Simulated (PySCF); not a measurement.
C$_{3}$H$_{4}$BF$_{2}$N (SMILES CN1C=C(F)B1F), singlet, geometry from GFN2-xTB. Base run: DF-PBE0/cc-pVDZ (PySCF).

The PySCF input:
```python
from pyscf import gto, scf, dft

mol = gto.M(
    atom='''
C    -2.371127   -0.350563   -0.082786
N    -0.953455   -0.155172   -0.033025
C     0.051858   -1.224842    0.024751
C     1.114653   -0.426079    0.049915
F     2.420253   -0.725795    0.104671
B     0.065600    0.807391   -0.012557
F     0.020514    2.117887   -0.038647
H    -2.861046    0.620150   -0.119307
H    -2.651820   -0.923869   -0.972106
H    -2.718704   -0.890818    0.803595
H    -0.161458   -2.276134    0.036284
''',
    basis='cc-pvdz',
    charge=0,
    spin=0,
    verbose=4,
)

mf = dft.RKS(mol)
mf.xc = 'pbe0'
mf = mf.density_fit(auxbasis='def2-universal-jkfit')
mf.kernel()
```

Each row names what was changed in the base input (with any setting that the change needs).

```tsv
change	ΔE vs base (µEh)	grid points	electrons on the grid
base	0.0	138064	52.00000
grids.level = 2	-0.9	100520	52.00000
grids.level = 5	1.6	396128	52.00000
grids.radi_method = mura_knowles	0.2	130968	52.00000
grids.atom_grid = (30, 110)	119	27048	52.00069
grids.level = 0	9621	10064	52.00239
grids.radi_method = delley	0.1	146416	52.00000
grids.level = 1	36.6	46328	51.99993
grids.atom_grid = (75, 302)	0.0	158184	52.00000
grids.atom_grid = (99, 590)	1.6	352320	52.00000
grids.level = 4	1.6	262312	52.00000
```
